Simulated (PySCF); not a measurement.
# Relaxation of singlet MoO2I2

Level of theory: PBE0/[Mo def2-SVP with ECP28, O def2-SVP, I def2-SVP with ECP28], scalar-relativistic core potentials, density fitting, no spin–orbit coupling, PySCF. A (50,194) grid was used.

A start displaced from a saddle point along its imaginary mode, of C2 symmetry, held to at least that symmetry:

```xyz
5
charge 0 multiplicity 1, angstrom
Mo   -0.8895   -0.8895    0.0000
O    -2.5429   -0.7262   -0.1200
O    -0.7262   -2.5429    0.1200
I     1.8870   -0.7887   -0.0103
I    -0.7887    1.8870    0.0103
```

Optimiser trace:
```
step  E − E(last) (kJ/mol)  largest gradient (Eh/bohr)
   0                334.67                     0.00674
   1                318.65                     0.01307
   2                281.48                     0.02135
   3                232.14                     0.03712
   4                167.83                     0.06115
   5                 99.08                     0.03062
   6                 51.26                     0.02913
   7                 13.48                     0.00695
   8                  4.71                     0.01477
   9                  1.22                     0.00364
  10                  0.78                     0.00236
  11                  0.24                     0.00170
  12                  0.04                     0.00088
  13                  0.00                     0.00022
  14                  0.00                     0.00003
```

It ends at C2v with Mo–I 2.609 Å (×2), Mo–O 1.662 Å (×2); I–Mo–I 112.7°, I–Mo–O 109.2° (×4), O–Mo–O 107.2° (after a last refinement on a finer grid). The frequency run here used a shortcut that can spoil soft modes, so no verdict on minimum or saddle point is given. Other isomers or separated fragments may lie lower.

Final geometry:
Coordinates in bohr (charge 0 multiplicity 1):
```
Mo   -1.1681   -1.1681    0.0000
O    -3.3283   -1.6449   -2.2288
O    -1.6449   -3.3283    2.2288
I     3.3242   -1.7957   -1.9334
I    -1.7957    3.3242    1.9334
```

Stability towards spin polarisation was not tested.

The relaxation took roughly 4 core-minutes on a shared host.
